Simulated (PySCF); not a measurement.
Task: What does the PBE0-D3(BJ)/def2-SVP structure of `[Sn]([CH3])([CH3])([CH3])[CH3]` (SnMe4) look like in three dimensions?

Result: 
```
atom  x, y, z in Å
Sn1   -0.0041    0.0006    0.0028
C2    -0.0003   -0.0257    2.1595
H3    -1.0263    0.0558    2.5475
H4     0.5880    0.8169    2.5515
H5     0.4396   -0.9628    2.5307
C6     2.0302    0.0101   -0.7132
H7     2.0504   -0.0745   -1.8096
H8     2.5910   -0.8353   -0.2881
H9     2.5356    0.9438   -0.4259
C10   -1.0205    1.7697   -0.6956
H11   -0.9316    1.8576   -1.7883
H12   -0.5832    2.6676   -0.2350
H13   -2.0882    1.7281   -0.4349
C14   -1.0164   -1.7543   -0.7375
H15   -2.0214   -1.8294   -0.2972
H16   -0.4528   -2.6613   -0.4750
H17   -1.1187   -1.7074   -1.8315
```

Orientation and origin are arbitrary. Atoms count from 1 in this order. All 4 C–Sn bonds measure 2.157 Å. Sn1 (tin bonded to 4 C) is tetrahedral (angles from 109.3° to 109.6°).

Bonds between heavy atoms (Å): Sn1–C2 2.157, Sn1–C6 2.157, Sn1–C10 2.157, Sn1–C14 2.157.

Level of theory: PBE0-D3(BJ)/def2-SVP geometry optimisation, gas phase, def2 core potentials past Kr in PySCF 2.14.0.

Point group: near Td, missed by 0.23 Å at most; the miss may be what the optimiser left on a soft mode (T holds within 0.08 Å). No PBE0-D3(BJ)/def2-SVP frequencies stand behind this structure, so it isn't proved a minimum.

On an AMD EPYC 9B14 with one thread, shared host with 60 logical CPUs at a one-minute load of 22, this took 55 s of wall time and 0.62 GiB of memory at its peak. This is the geometry optimisation.
